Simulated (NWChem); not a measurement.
Molecule: GaHOBrCl; SMILES [OH][Ga]([Cl])[Br]

```xyz
5

Ga     0.3315    -0.4936     0.0000
Cl    -1.1415    -2.0644     0.0000
Br    -0.2763     1.6980     0.0000
O      2.0741    -0.8963     0.0000
H      2.2045    -1.8647     0.0000
```
Atoms are numbered in this order, from 1.

Program: NWChem. Medium grid unless said otherwise, to which SCAN and Minnesota functionals are sensitive. All runs use the structure optimised with PBE-D3(BJ)/def2-SVP. Hybrids' shares of exact exchange are those that their runs print; pure functionals count as 0. The functionals differ in more than this share.

| row | share of exact exchange | orbital gap (eV) |
|---|---|---|
| PBE/def2-SVP | 0.00 | 4.76 |
| N12/def2-SVP | 0.00 | 4.70 |
| B3LYP/def2-SVP | 0.20 | 6.42 |
| B3PW91/def2-SVP | 0.20 | 6.58 |
| MPW1K/def2-SVP | 0.43 | 8.66 |
| M06-2X/def2-SVP | 0.54 | 9.22 |
| Hartree-Fock/def2-SVP | 1.00 | withheld |

Fit a straight line of the last column on the one before it, predict the withheld value, and compare with the run.


1. Means of the 6 shown rows: x = 0.228, y = 6.723. Slope Σ(x − x̄)(y − ȳ)/Σ(x − x̄)² = 2.092/0.2437 = 8.583; intercept 4.764.
2. The shown rows scatter about the line by 0.124 (root mean square); the largest residual is +0.21, at MPW1K/def2-SVP.
3. At x = 1.00 (Hartree-Fock/def2-SVP; beyond the shown range) the line gives 13.35.
4. The run gives 13.57, +0.22 from the line, 1.8 times the scatter.
